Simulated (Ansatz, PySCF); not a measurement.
Ways to break one bond of FC(F)Cl [chloro(difluoro)methane]:

A. FC(F)Cl -> F[CH]F + Cl atom
B. FC(F)Cl [chloro(difluoro)methane] -> F[C](F)Cl + H atom

Quantity: bond dissociation energy (enthalpy at 298 K, with B3LYP-D3(BJ) rigid-rotor harmonic-oscillator terms from PySCF), kJ/mol. Structures are relaxed separately at B3LYP-D3(BJ)/def2-TZVP in Ansatz (a quantum-chemistry and plane-wave program). Cores are frozen in the correlated levels unless marked. Open shells are spin-unrestricted. No spin-orbit coupling. No relativistic terms. CBS(X,Y): correlation extrapolated as X^-3; Hartree-Fock from the larger set. The bracket is a focal-point correction in the basis named.

|  | r2SCAN/def2-TZVPD (Ansatz) | TPSSh/def2-TZVPD (PySCF) | B2PLYP-D4/def2-TZVPD (Ansatz + dftd4) | RI-MP2/CBS(cc-pV(T+d)Z,cc-pV(Q+d)Z)+[CCSD(T)-MP2]/cc-pV(T+d)Z (Ansatz) |
|---|---|---|---|---|
| A | 351.4 | 340.1 | 347.5 | 366.4 |
| B | 397.9 | 409.6 | 412.3 | 430.8 |
